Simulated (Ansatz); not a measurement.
Cost and result for the atomization energy of C5H8Cl2Si2, SMILES `C=C[Si@H](Cl)C#C[Si@H](C)Cl` (17 atoms, 16 bonds).

Cartesian coordinates in Å:
```
C -1.4531 -2.8941 2.5879
C -0.5899 -1.9247 2.2969
Si 0.4104 -1.9667 0.7487
Cl 2.4168 -2.0593 1.1882
C 0.1441 -0.4554 -0.2342
C -0.0584 0.5574 -0.8729
Si -0.3131 2.0816 -1.8428
C 1.2822 3.0034 -2.0290
Cl -1.6823 3.2483 -0.8454
H -2.0552 -2.8799 3.4919
H -1.5964 -3.7483 1.9318
H -0.4786 -1.0875 2.9826
H 0.0562 -3.1580 -0.0542
H -0.9128 1.7157 -3.1456
H 1.6892 3.2634 -1.0499
H 2.0125 2.3826 -2.5543
H 1.1284 3.9218 -2.5993
```

Total charge 0; spin multiplicity 1. The structure was optimised at the PBE0-D4/def2-TZVP level. It is one conformer, not always the lowest. Program: Ansatz. All runs use 2 threads of an AMD EPYC 7R13 on a shared host and a share of an NVIDIA H100 80 GB. Times are those of one run each, without the atoms' runs, and a repeat can differ threefold. Electronic energies, without spin–orbit coupling; frozen cores. CCSD(T)/CBS adds CCSD(T) − MP2 in def2-TZVPP to the MP2 limit, and its time is that of the two runs behind it. T1 = 0.011. B3LYP takes the VWN-RPA correlation (the form of Gaussian; ORCA's B3LYP/G). HSE06 is the plane-wave form, built on full-range PBE exchange.

CCSD(T)/CBS is a level of theory with its own doubt, some kJ/mol a heavy atom from the limit and from the frozen cores, so smaller differences don't rank the functionals.

| level | functions | wall time | atomization (kJ/mol) | difference from CCSD(T)/CBS | per bond |
| --- | --- | --- | --- | --- | --- |
| PBE0-D4/def2-TZVPP | 435 | 2.3 s | 6863.3 | 36.8 | 2.3 |
| HSE06-D4/def2-TZVPP | 435 | 2.7 s | 6868.2 | 41.7 | 2.6 |
| B3LYP-D4/def2-TZVPP (with forces) | 435 | 2.9 s | 6807.5 | -19.0 | -1.2 |
| LDA (SPW92)/def2-TZVPP | 435 | 3 s | 7728.8 | 902.3 | 56.4 |
| r2SCANh-D4/def2-TZVPP | 435 | 3.1 s | 6820.4 | -6.1 | -0.4 |
| revPBE-D4/def2-TZVPP | 435 | 3.3 s | 6803.8 | -22.7 | -1.4 |
| B97M-V/def2-TZVPP | 435 | 3.6 s | 6867.7 | 41.2 | 2.6 |
| ωB97M-V/def2-TZVPP (with forces) | 435 | 4.6 s | 6850.4 | 23.9 | 1.5 |
| CCSD(T)/def2-SVP | 182 | 4.8 s | 6443.0 | -383.5 | -24.0 |
| PBE-QIDH/def2-TZVPP | 435 | 5.5 s | 6824.9 | -1.6 | -0.1 |
| MP2/def2-QZVPP | 805 | 7.5 s | 6908.6 | 82.1 | 5.1 |
| CCSD(T)/def2-TZVPP | 435 | 30 s | 6646.6 | -179.9 | -11.2 |
| CCSD(T)/CBS(def2) | – | 37 s | 6826.5 | 0.0 | 0.0 |

At CCSD(T), def2-SVP lies −383.4 kJ/mol from the extrapolated value and def2-TZVPP −179.9 kJ/mol: correlation converges slowly with the basis, and small sets miss more of it in the bonded molecule than in its fragments. From BLYP to BHLYP (50 % exact exchange), in def2-TZVPP and without D4, the atomization energy moves by −95.0 kJ/mol: exact exchange takes away binding that semilocal exchange gives to molecules. In def2-TZVPP, CCSD(T) changes the Hartree–Fock value by +1522.6 kJ/mol (the triples alone add +114.4 kJ/mol) and MP2 by +1678.4 kJ/mol; breaking electron pairs costs correlation energy, which Hartree–Fock lacks.
